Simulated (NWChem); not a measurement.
Molecule: BaO; SMILES [O]=[Ba]

```xyz
2

Ba     0.0000     0.0000    -0.1962
O      0.0000     0.0000     1.7726
```
Atoms are numbered in this order, from 1.

Program: NWChem. Geometry optimised at PBE0-D3(BJ)/def2-TZVP; all other runs use it. def2 effective core potentials on Ba; no spin-orbit coupling.

| quantity | level | value |
|---|---|---|
| vertical, lowest state with f > 0.02, singlet (eV) | BHandHLYP/def2-SVP, TDA | (withheld) |
| anisotropy (bohr³), static | PBE/def2-SVPD | 60.9 |
| dipole (D) | HCTH/407/def2-SVP | 6.95 |
| −ε(LUMO) (eV) | Hartree-Fock/def2-SVPD | (withheld) |

Q: Some entries are withheld; supply them.

A: 
- vertical, lowest state with f > 0.02, singlet (eV), value: 2.62
- −ε(LUMO) (eV), value: 0.08
